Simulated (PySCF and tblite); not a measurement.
Results of a calculation; reference values are marked as such.
2 E/Z isomers of C₅H₅NO₂, numbered alike:

| isomer | SMILES | descriptors |
| --- | --- | --- |
| A | [CH3:1][O:2][C:3](=[O:4])/[CH:5]=[CH:6]\[C:7]#[N:8] | 5=6 Z |
| B | [CH3:1][O:2][C:3](=[O:4])/[CH:5]=[CH:6]/[C:7]#[N:8] | 5=6 E |

Each isomer is a Boltzmann average at 298.15 K over at most 5 conformers: GFN2-xTB geometries, energies PBE0/def2-SVP (IEF-PCM, tetrahydrofuran) (D3(BJ) added where defined), GIAO shieldings WP04/pcSseg-1 (IEF-PCM, tetrahydrofuran), GFN2-xTB thermal terms. Programs: PySCF with density fitting and tblite.

Q: What shifts does each isomer give (ppm)?

A: 
A: ¹H (against TMS): 6.88 (H5, 1H), 6.18 (H6, 1H), 4.10 (H1, 3H). ¹³C (against TMS): 174.7 (C3), 150.2 (C5), 120.6 (C7), 118.9 (C6), 58.3 (C1).

B: ¹H (against TMS): 6.80 (H5, 1H), 6.60 (H6, 1H), 4.10 (H1, 3H). ¹³C (against TMS): 175.8 (C3), 151.8 (C5), 121.5 (C7), 120.2 (C6), 58.8 (C1).

Shifts are unscaled: against experiment ¹³C can be off by 15 ppm or more and ¹H by 0.8 ppm. The minima are those of GFN2-xTB; planar forms about aryl–S or allylic bonds may be saddles in DFT.
